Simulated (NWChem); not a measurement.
The numbers come from NWChem runs, not from measurements. System: cyclohexasilane (H12Si6), charge 0, spin multiplicity 1, at a geometry optimised with PBE0/def2-SVP. Level: MP2/def2-SVP, 30 core orbitals frozen.

Output (cleaned and shortened):

```
             Northwest Computational Chemistry Package (NWChem) 7.3.0
             --------------------------------------------------------

                                NWChem Input Module
                                -------------------

 Scaling coordinates for geometry "geometry" by  1.889725989
 (inverse scale =  0.529177249)

 Turning off AUTOSYM since
 SYMMETRY directive was detected!

                             Geometry "geometry" -> ""
                             -------------------------

 Output coordinates in angstroms (scale by  1.889725989 to convert to a.u.)

  No.       Tag          Charge          X              Y              Z
 ---- ---------------- ---------- -------------- -------------- --------------
    1 Si                  14.0000     0.76319700    -0.89337600     1.91761500
    2 Si                  14.0000     0.42575700    -2.20912400     0.00000000
    3 Si                  14.0000     0.76319700    -0.89337600    -1.91761500
    4 Si                  14.0000    -0.76319700     0.89337600    -1.91761500
    5 Si                  14.0000    -0.42575700     2.20912400     0.00000000
    6 Si                  14.0000    -0.76319700     0.89337600     1.91761500
    7 H                    1.0000     2.15585500    -0.34225200     1.88885500
    8 H                    1.0000     0.60750200    -1.71902700     3.15698100
    9 H                    1.0000     1.35030800    -3.38690800     0.00000000
   10 H                    1.0000    -0.98418700    -2.71514100     0.00000000
   11 H                    1.0000     2.15585500    -0.34225200    -1.88885500
   12 H                    1.0000     0.60750200    -1.71902700    -3.15698100
   13 H                    1.0000    -0.60750200     1.71902700    -3.15698100
   14 H                    1.0000    -2.15585500     0.34225200    -1.88885500
   15 H                    1.0000    -1.35030800     3.38690800     0.00000000
   16 H                    1.0000     0.98418700     2.71514100     0.00000000
   17 H                    1.0000    -2.15585500     0.34225200     1.88885500
   18 H                    1.0000    -0.60750200     1.71902700     3.15698100

 Effective nuclear repulsion energy (a.u.)     675.1185612059

            Nuclear Dipole moment (a.u.)
            ----------------------------
        X                 Y               Z
 ---------------- ---------------- ----------------
     0.0000000000    -0.0000000000     0.0000000000
[...]
   10 H    1     1.10   0.73  0.36  0.01
   11 H    1     1.10   0.73  0.36  0.01
   12 H    1     1.09   0.73  0.35  0.01
   13 H    1     1.09   0.73  0.35  0.01
   14 H    1     1.10   0.73  0.36  0.01
   15 H    1     1.09   0.73  0.35  0.01
   16 H    1     1.10   0.73  0.36  0.01
   17 H    1     1.10   0.73  0.36  0.01
   18 H    1     1.09   0.73  0.35  0.01

       Multipole analysis of the density wrt the origin
       ------------------------------------------------

     L   x y z        total         open         nuclear
     -   - - -        -----         ----         -------
     0   0 0 0     -0.000000      0.000000     96.000000

     1   1 0 0     -0.000000      0.000000      0.000000
     1   0 1 0     -0.000000      0.000000     -0.000000
     1   0 0 1     -0.000000      0.000000      0.000000

     2   2 0 0    -69.195517      0.000000    226.208437
     2   1 1 0      0.093257      0.000000   -269.431027
     2   1 0 1      0.000000      0.000000     -0.000000
     2   0 2 0    -69.396561      0.000000    826.045025
     2   0 1 1      0.000000      0.000000      0.000000
     2   0 0 2    -69.434265      0.000000    928.701902

                   NWChem MP2 Semi-direct Energy/Gradient Module
                   ---------------------------------------------

  Basis functions       =    168
  Molecular orbitals    =    168
  Frozen core           =     30
  Frozen virtuals       =      0
  Active alpha occupied =     18
  Active beta occupied  =     18
  Active alpha virtual  =    120
  Active beta virtual   =    120
  Use MO symmetry       = T
  Use skeleton AO sym   = T

  AO/Fock/Back tols     =   1.0D-09  1.0D-09  1.0D-09

 GA uses MA = F    GA memory limited = T

 Available:
  local mem=  1.26D+08
 global mem=  1.44D+08
 local disk=  0.00D+00
  mp2_memr nvloc                   120
  nvloc new                   120
   1 passes of  18:        3145728                     112656                  91326849.
   1 passes of  18: M    126147493           G      144122752           F     123001765.

 Semi-direct pass number   1 of   1  for RHF alpha+beta  at        6.4s
  vrange nnbf                 12429
  mp2_eaftype                   348  avail_ma_in_mb                  1099
 EAF : mp2_eaftype filesize         348   45663425.
  mp2_eaf for mointskh                    348
Node 0 wrote    214.8 Mb in      0.1 s     Agg I/O rate:  2664.8 Mb/s
 Done moints_semi at       22.6s
  mp2_eaftype                   348  avail_ma_in_mb                   751
 EAF : mp2_eaftype filesize         348   45663425.
  mp2_eaf for kh                   348
 Done maket at       23.8s
 Done multipass loop at       23.8s

          -------------------------------------------
          SCF energy               -1740.037192925285
          Correlation energy          -0.595823564220
          Singlet pairs               -0.439591154534
          Triplet pairs               -0.156232409686
          Total MP2 energy         -1740.633016489506
          -------------------------------------------

          ---------------------------------------------------
                    Spin Component Scaled (SCS) MP2
          Same spin pairs                     -0.104154939791
          Same spin scaling factor             0.333333333333
          Opposite spin pairs                 -0.491668624430
          Opposite spin scaling fact.          1.200000000000
          SCS-MP2 correlation energy          -0.624720662579
          Total SCS-MP2 energy             -1740.661913587864
          ---------------------------------------------------

 -----------------------
 Performance information
 -----------------------

 Timer overhead =  2.57D-07 seconds/call

               Nr. of calls         CPU time (s)                 Wall time (s)                GFlops
             ---------------    -------------------     ------------------------------   -------------------
Name         Min   Avg   Max    Min     Avg     Max     Min     Avg     Max   Mx/calls   Min     Max     Sum
mp2: moin     1     1     1    16.     16.     16.      16.     16.     16.     16.      0.0     0.0     0.0
mp2: make     1     1     1    1.2     1.2     1.2      1.2     1.2     1.2     1.2      0.0     0.0     0.0
mp2: tota     1     1     1    18.     18.     18.      18.     18.     18.     18.      0.0     0.0     0.0

 The average no. of pstat calls per process was 3.00D+00
 with a timing overhead of 7.71D-07s

 Task  times  cpu:       23.8s     wall:       23.8s

 Total times  cpu:       23.9s     wall:       23.9s
```

Write an NWChem input that would produce this output.

Several could match; the one computed here: 
```
start mol
memory heap 200 mb stack 900 mb global 1100 mb
geometry units angstroms nocenter noautoz
  Si     0.763197    -0.893376     1.917615
  Si     0.425757    -2.209124     0.000000
  Si     0.763197    -0.893376    -1.917615
  Si    -0.763197     0.893376    -1.917615
  Si    -0.425757     2.209124     0.000000
  Si    -0.763197     0.893376     1.917615
  H      2.155855    -0.342252     1.888855
  H      0.607502    -1.719027     3.156981
  H      1.350308    -3.386908     0.000000
  H     -0.984187    -2.715141     0.000000
  H      2.155855    -0.342252    -1.888855
  H      0.607502    -1.719027    -3.156981
  H     -0.607502     1.719027    -3.156981
  H     -2.155855     0.342252    -1.888855
  H     -1.350308     3.386908     0.000000
  H      0.984187     2.715141     0.000000
  H     -2.155855     0.342252     1.888855
  H     -0.607502     1.719027     3.156981
  symmetry group C2h
end
basis spherical
  * library def2-svp
end
scf
  rhf
  nopen 0
  maxiter 100
  thresh 1e-7
  semidirect memsize 60000000 filesize 0
end
mp2
  freeze core 30
end
task mp2 energy
```
